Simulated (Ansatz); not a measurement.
Basis sets compared for [WO3F]- (WO₃F⁻). Charge -1, multiplicity 1. Geometry r2SCAN-D4/def2-SVPD. Ansatz on 4 threads of Arm Neoverse V2 on a shared host; times are rough, and most runs start from earlier orbitals.

```xyz
5

W    -0.007    0.014    0.022
O    -1.520   -0.610    0.660
O     1.234   -0.112    1.258
O    -0.219    1.704   -0.410
F     0.513   -0.996   -1.531
```

In the def2 sets W takes a core potential; there is no spin–orbit coupling.

```tsv
level	functions	energy (Eh)	HOMO (eV)	LUMO (eV)	wall time
PBE-D4/def2-SVPD	127	-392.4388	-1.88	3.16	1.1 s
PBE0-D4/def2-SVPD	127	-392.3352	-3.46	3.79	1.4 s
```

Question: Estimate the rows for PBE-D4/def2-TZVPD, PBE0-D4/def2-TZVPD.

Answer: 
```csv
level,functions,energy (Eh),HOMO (eV),LUMO (eV),wall time
PBE-D4/def2-TZVPD,203,-392.8280,-1.77,3.04,1.9 s
PBE0-D4/def2-TZVPD,203,-392.7290,-3.33,3.60,2.4 s
```
